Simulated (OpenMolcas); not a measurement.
**Pd2+: ligand-field states by method**

Pd2+ with 6 ligands (chloride) in trigonal prismatic coordination (D3h) at 2.62 Å, a polar angle of 45.7° against the regular 49.1°. A charge of +0.667 e stands 2.4 Å behind each ligand. Ligand basis ANO-RCC-VDZP.
```
Pd    0.0000    0.0000    0.0000
Cl    1.8739    0.0000    1.8311
Cl   -0.9370    1.6229    1.8311
Cl   -0.9370   -1.6229    1.8311
Cl    1.8739    0.0000   -1.8311
Cl   -0.9370    1.6229   -1.8311
Cl   -0.9370   -1.6229   -1.8311
```

* Program: OpenMolcas 26.06
* Basis: ANO-RCC-VDZP [6s5p3d1f]
* Scalar Hamiltonian: DKH2, point nucleus
* Active space: 8 electrons in 5 orbitals (4d)
* State averaging: 2S+1 = 3 even, 10 roots; 2S+1 = 1 even, 15 roots
* Spin-orbit coupling: RASSI with atomic mean-field integrals over the reference wave functions

I. CASSCF
II. SS-CASPT2, IPEA 0.25 Eh, imaginary shift 0.1 Eh (closed shells correlated: 4s 4p and the ligand valence shells)

Spin-free states (labels of D3, the rotations of D3h) in cm-1, each column counted from its own energy of the first state listed:

```json
{"State": "3A2", "Degeneracy": "1", "I": "0", "II": "0"}
{"State": "3A2", "Degeneracy": "1", "I": "3615", "II": "4350"}
{"State": "3A1", "Degeneracy": "1", "I": "3627", "II": "4240"}
{"State": "3E", "Degeneracy": "2", "I": "3717", "II": "4620"}
{"State": "3E", "Degeneracy": "2", "I": "8680", "II": "12510"}
{"State": "1E", "Degeneracy": "2", "I": "11837", "II": "6800"}
{"State": "1E", "Degeneracy": "2", "I": "14352", "II": "9270"}
{"State": "1A1", "Degeneracy": "1", "I": "15550", "II": "9890"}
{"State": "3E", "Degeneracy": "2", "I": "16341", "II": "15410"}
{"State": "1A1", "Degeneracy": "1", "I": "19887", "II": "15630"}
{"State": "1A2", "Degeneracy": "1", "I": "20069", "II": "15210"}
{"State": "3A2", "Degeneracy": "1", "I": "20100", "II": "20800"}
{"State": "1E", "Degeneracy": "2", "I": "20198", "II": "18040"}
{"State": "1A1", "Degeneracy": "1", "I": "22334", "II": "22490"}
{"State": "1E", "Degeneracy": "2", "I": "23444", "II": "23340"}
{"State": "1E", "Degeneracy": "2", "I": "25381", "II": "24430"}
{"State": "1A1", "Degeneracy": "1", "I": "46661", "II": "38260"}
```

From I to II, I's first state of the same spin (3A2) moves from 3615 to 4350 cm-1, by about +730 cm-1. In II another state of that kind comes below it.

From I to II, I's first state of another spin (1E) moves from 11837 to 6800 cm-1, by about -5000 cm-1.

χT at 300 K: I 1.98, II 1.79 cm3 K/mol.

Roots that are degenerate in the reference are averaged as groups; the widest CASPT2 spread within a group is 150 cm-1 (the 2-fold group of multiplicity 3 near 12500 cm-1 above the lowest state of its run, II). Shifts and gaps below about the spread of the groups concerned are not significant. Over all roots computed the reference weight is 0.64 to 0.67 in II; a low but even weight reflects the number of correlated electrons. Real 4d8 and 5d8 ions are as a rule square planar and diamagnetic. Ligand-to-metal charge-transfer states are missing. With no ligand orbital active B as a rule stays too high, so bands that hang on it stand too high and its fall with covalency is understated. Without dynamic correlation the repulsion within the d shell is too large (B by tens of per cent), so at a given field states of lower spin stand too high (holds for I). With metal d orbitals alone the field can be off either way by tens of per cent (holds for I). No measured value stands beside these numbers; the geometry was imposed, not optimised, and the real ion may take another.
